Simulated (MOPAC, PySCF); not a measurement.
C2H5B, SMILES `B(/[H])=C\C`, neutral singlet in the gas phase. 

Cartesian coordinates (Å):
```xyz
8

B      1.6197    -0.1986    -0.0340
C      0.3884     0.3931     0.1320
C     -1.0085    -0.1404    -0.0628
H      2.6871    -0.6613    -0.1620
H      0.4516     1.4330     0.4639
H     -1.0045    -1.1790    -0.3932
H     -1.5820    -0.0902     0.8666
H     -1.5518     0.4434    -0.8106
```
Charge 0, multiplicity 1.

All levels are single points at this geometry (B3LYP-D3(BJ)/def2-TZVP); Pople sets use spherical d functions. Orbital energies aren't observables, and empty levels follow the basis.

```csv
level,HOMO (eV),LUMO (eV),gap (eV),dipole (D),"vertical IE, Delta-SCF (eV)"
B3LYP-D3(BJ)/def2-TZVP in PySCF,-6.07,-1.60,4.47,0.21,8.65
B3LYP/6-311+G** in PySCF,-6.07,-1.65,4.42,0.21,–
M06-2X/6-31G* in PySCF,-7.09,0.08,7.17,0.25,–
HF/6-31G* in PySCF,-8.39,3.01,11.40,0.47,7.19
PM3 in MOPAC,-9.96,0.57,10.53,0.51,–
PM7 in MOPAC,-9.01,-0.21,8.80,0.98,–
```
